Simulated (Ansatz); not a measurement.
Reaction (cleavage of the Ge–Si bond): `[GeH3][SiH2][GeH2][SiH2][GeH2][GeH3]` + CH₃OH → `C[O][GeH3]` + `[SiH3][GeH2][SiH2][GeH2][GeH3]`

Gas-phase electronic energies from Ansatz, PBE0-D4/def2-TZVP geometries. CBS: MP2 limit from def2 TZ/QZ plus the TZ coupled-cluster correction, frozen cores. This one scheme is used for every species. DFT in def2-TZVPP. HSE06 is defined as in plane-wave codes. For Ge outer-core shells are correlated without core-valence functions, which leaves a few kJ/mol of doubt a bond. Scalar relativity is left out up to krypton. One conformer a species, not always the lowest.

| level | ΔE (kJ/mol) |
| --- | --- |
| PBE-D4 | 17.7 |
| BLYP-D4 | 3.4 |
| PBE0-D4 | 17.2 |
| BHLYP-D4 | 1.8 |
| PBE-QIDH | 6.5 |
| revPBE | 7.2 |
| r2SCAN | 3.8 |
| HSE06 | 10.9 |

(1) What does CCSD(T)/CBS give? (Best estimate.)

Largest T1 diagnostic among the species: 0.012.

Results:

(1) The calculation gave: +6.9 kJ/mol. The listed levels differ from it by 10.8, -3.5, 10.3, -5.1, -0.4, 0.3, -3.1, 4.0 kJ/mol.

The D4 term adds +10.4 kJ/mol with B3LYP and +6.5 kJ/mol with PBE0; it sums over pairs of atoms, weighted by their polarisabilities, and B3LYP, whose exchange is more repulsive, gets the larger term. In def2-TZVPP, CCSD(T) changes the Hartree–Fock value by +27.2 kJ/mol (the triples alone add +2.5 kJ/mol) and MP2 by +25.2 kJ/mol.

B3LYP here is the variant with VWN-RPA as its local correlation; programs differ in this.
